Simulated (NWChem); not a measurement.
The numbers come from NWChem runs, not from measurements. System: HSb, charge 0, spin multiplicity 3, at a geometry optimised with UB3LYP/def2-SVP with def2 effective core potentials on Sb. The structure started from a generated list of species. Its SCF solution wasn't tested for a lower state. Level: UHF/def2-QZVP with def2 effective core potentials on Sb.

Job file:

```
start mol
memory heap 200 mb stack 900 mb global 1100 mb
geometry units angstroms nocenter noautoz
  Sb     0.000000     0.000000     0.033325
  H      0.000000     0.000000    -1.699574
  symmetry group C2v
end
basis spherical
  * library def2-qzvp
end
ecp
  Sb library def2-ecp
end
scf
  uhf
  nopen 2
  maxiter 100
  thresh 1e-7
  semidirect memsize 60000000 filesize 0
  # guess.movecs holds the orbitals of an unrestricted PBE0 run
  vectors input guess.movecs output mol.movecs
end
task scf energy
```

Output (cleaned and shortened):

```
             Northwest Computational Chemistry Package (NWChem) 7.3.0
             --------------------------------------------------------

                                NWChem Input Module
                                -------------------

 Scaling coordinates for geometry "geometry" by  1.889725989
 (inverse scale =  0.529177249)

 Turning off AUTOSYM since
 SYMMETRY directive was detected!

                             Geometry "geometry" -> ""
                             -------------------------

 Output coordinates in angstroms (scale by  1.889725989 to convert to a.u.)

  No.       Tag          Charge          X              Y              Z
 ---- ---------------- ---------- -------------- -------------- --------------
    1 Sb                  51.0000     0.00000000     0.00000000     0.03332500
    2 H                    1.0000     0.00000000     0.00000000    -1.69957400

 Effective nuclear repulsion energy (a.u.)      15.5739253696

            Nuclear Dipole moment (a.u.)
            ----------------------------
        X                 Y               Z
 ---------------- ---------------- ----------------
     0.0000000000     0.0000000000     0.0000018897

      Symmetry information
      --------------------

 Group name             C2v
 Group number             16
 Group order               4
 No. of unique centers     2

      Symmetry unique atoms

     1    2


 Summary of "ao basis" -> "" (spherical)
 ------------------------------------------------------------------------------
       Tag                 Description            Shells   Functions and Types
 ---------------- ------------------------------  ------  ---------------------
 *                         def2-qzvp                  on all atoms

 Summary of "ao basis" -> "ao basis" (spherical)
 ------------------------------------------------------------------------------
       Tag                 Description            Shells   Functions and Types
 ---------------- ------------------------------  ------  ---------------------
 Sb                        def2-qzvp                22       82   7s6p4d4f1g
 H                         def2-qzvp                10       30   4s3p2d1f

                                 NWChem SCF Module
                                 -----------------

  ao basis        = "ao basis"
  functions       =   112
  atoms           =     2
  alpha electrons =    13
  beta  electrons =    11
  charge          =   0.00
  wavefunction    = UHF
  use symmetry    = T
  symmetry adapt  = T

 Summary of "ao basis" -> "ao basis" (spherical)
 ------------------------------------------------------------------------------
       Tag                 Description            Shells   Functions and Types
 ---------------- ------------------------------  ------  ---------------------
 Sb                        def2-qzvp                22       82   7s6p4d4f1g
 H                         def2-qzvp                10       30   4s3p2d1f

      Symmetry analysis of basis
      --------------------------

        a1         45
        a2         13
        b1         27
        b2         27

 Forming initial guess at       0.3s

   Symmetry analysis of molecular orbitals - initial alpha
   -------------------------------------------------------

  Numbering of irreducible representations:

     1 a1          2 a2          3 b1          4 b2

  Orbital symmetries:

     1 a1          2 b1          3 b2          4 a1          5 a2
     6 a1          7 a1          8 b1          9 b2         10 a1
[...]
 Vector   16  Occ=0.000000D+00  E= 1.474737D-01  Symmetry=b1
              MO Center=  3.3D-14,  5.1D-16,  3.1D-02, r^2= 1.1D+01
   Bfn.  Coefficient  Atom+Function         Bfn.  Coefficient  Atom+Function
  ----- ------------  ---------------      ----- ------------  ---------------
    23      1.787163  1 Sb px                20     -1.565769  1 Sb px
    17      0.260236  1 Sb px                14     -0.180414  1 Sb px

                     UHF Final Beta Molecular Orbital Analysis
                     -----------------------------------------

 Vector    9  Occ=1.000000D+00  E=-1.611180D+00  Symmetry=a1
              MO Center= -5.3D-17, -1.1D-16,  3.2D-02, r^2= 3.4D-01
   Bfn.  Coefficient  Atom+Function         Bfn.  Coefficient  Atom+Function
  ----- ------------  ---------------      ----- ------------  ---------------
    30      0.917866  1 Sb d  2

 Vector   10  Occ=1.000000D+00  E=-6.190015D-01  Symmetry=a1
              MO Center=  1.1D-15,  6.0D-15, -6.3D-01, r^2= 1.7D+00
   Bfn.  Coefficient  Atom+Function         Bfn.  Coefficient  Atom+Function
  ----- ------------  ---------------      ----- ------------  ---------------
     5     -0.457431  1 Sb s                  6     -0.425914  1 Sb s
     3      0.422753  1 Sb s                 85     -0.193855  2 H  s

 Vector   11  Occ=1.000000D+00  E=-3.939327D-01  Symmetry=a1
              MO Center= -3.5D-17, -2.7D-15, -1.4D-01, r^2= 2.7D+00
   Bfn.  Coefficient  Atom+Function         Bfn.  Coefficient  Atom+Function
  ----- ------------  ---------------      ----- ------------  ---------------
     6      0.335221  1 Sb s                 19      0.284650  1 Sb pz
     5      0.282327  1 Sb s                  3     -0.271288  1 Sb s
    85     -0.253428  2 H  s                 22      0.227916  1 Sb pz
    10     -0.195643  1 Sb pz                 7      0.175897  1 Sb s
    84     -0.152193  2 H  s

 Vector   12  Occ=0.000000D+00  E= 1.759547D-02  Symmetry=b2
              MO Center= -2.7D-16, -3.7D-15,  2.3D-02, r^2= 4.9D+00
   Bfn.  Coefficient  Atom+Function         Bfn.  Coefficient  Atom+Function
  ----- ------------  ---------------      ----- ------------  ---------------
    24      0.705249  1 Sb py                18      0.354763  1 Sb py
     9     -0.197600  1 Sb py

 Vector   13  Occ=0.000000D+00  E= 1.759547D-02  Symmetry=b1
              MO Center= -8.9D-15,  4.8D-17,  2.3D-02, r^2= 4.9D+00
   Bfn.  Coefficient  Atom+Function         Bfn.  Coefficient  Atom+Function
  ----- ------------  ---------------      ----- ------------  ---------------
    23      0.705249  1 Sb px                17      0.354763  1 Sb px
     8     -0.197600  1 Sb px

 Vector   14  Occ=0.000000D+00  E= 1.048777D-01  Symmetry=a1
              MO Center= -3.1D-16, -3.5D-16,  1.1D+00, r^2= 7.5D+00
   Bfn.  Coefficient  Atom+Function         Bfn.  Coefficient  Atom+Function
  ----- ------------  ---------------      ----- ------------  ---------------
    86      2.072213  2 H  s                 25      1.842404  1 Sb pz
     7     -0.792140  1 Sb s                 85     -0.411052  2 H  s
     6     -0.393086  1 Sb s                 22     -0.345159  1 Sb pz
     3      0.218076  1 Sb s                 38      0.192144  1 Sb d  0
    84      0.167172  2 H  s                 19      0.165789  1 Sb pz

 center of mass
 --------------
 x =   0.00000000 y =   0.00000000 z =   0.03590363

 moments of inertia (a.u.)
 ------------------
          10.718256148273           0.000000000000           0.000000000000
           0.000000000000          10.718256148273           0.000000000000
           0.000000000000           0.000000000000           0.000000000000

  Mulliken analysis of the total density
  --------------------------------------

    Atom       Charge   Shell Charges
 -----------   ------   -------------------------------------------------------
    1 Sb  23    22.89   0.59  0.01  1.24  0.15  0.69  0.97  0.23  5.60 -0.00  0.51  1.16  1.34  0.32  9.06  0.83  0.14  0.02  0.00  0.01  0.00  0.00  0.00
    2 H    1     1.11   0.10  0.31  0.52  0.16  0.00  0.01  0.02  0.00  0.00  0.00

  Mulliken analysis of the alpha density
  --------------------------------------

    Atom       Charge   Shell Charges
 -----------   ------   -------------------------------------------------------
    1 Sb  23    12.49   0.30  0.01  0.62  0.07  0.35  0.51  0.11  2.81  0.00  0.28  0.96  1.16  0.28  4.51  0.42  0.08  0.02  0.00  0.00  0.00  0.00  0.00
    2 H    1     0.51   0.05  0.14  0.23  0.07  0.00  0.00  0.01  0.00  0.00  0.00

   Mulliken analysis of the beta density
   -------------------------------------

    Atom       Charge   Shell Charges
 -----------   ------   -------------------------------------------------------
    1 Sb  23    10.40   0.30  0.01  0.62  0.09  0.35  0.45  0.12  2.79 -0.00  0.23  0.21  0.19  0.03  4.55  0.40  0.06  0.00  0.00  0.00  0.00  0.00  0.00
    2 H    1     0.60   0.05  0.17  0.29  0.09  0.00  0.00  0.01  0.00  0.00  0.00

   Mulliken analysis of the spin density
   -------------------------------------

    Atom       Charge   Shell Charges
 -----------   ------   -------------------------------------------------------
    1 Sb  23     2.09   0.00  0.00  0.00 -0.02 -0.00  0.06 -0.01  0.03  0.00  0.04  0.75  0.97  0.25 -0.04  0.02  0.02  0.01 -0.00 -0.00 -0.00 -0.00 -0.00
    2 H    1    -0.09  -0.01 -0.02 -0.05 -0.01  0.00  0.00  0.01  0.00  0.00  0.00

       Multipole analysis of the density wrt the origin
       ------------------------------------------------

     L   x y z        total         alpha         beta         nuclear
     -   - - -        -----         -----         ----         -------
     0   0 0 0      0.000000    -13.000000    -11.000000     24.000000

     1   1 0 0      0.000000      0.000000     -0.000000      0.000000
     1   0 1 0     -0.000000     -0.000000     -0.000000      0.000000
     1   0 0 1      0.064200      0.922977      0.904524     -1.763301

     2   2 0 0    -20.318521    -14.206288     -6.112233      0.000000
     2   1 1 0      0.000000      0.000000      0.000000      0.000000
     2   1 0 1      0.000000      0.000000      0.000000      0.000000
     2   0 2 0    -20.318521    -14.206288     -6.112233      0.000000
     2   0 1 1      0.000000      0.000000      0.000000      0.000000
     2   0 0 2    -20.695222    -16.903286    -14.198354     10.406419

 Task  times  cpu:        8.7s     wall:        8.7s

 Total times  cpu:        8.8s     wall:        8.8s
```
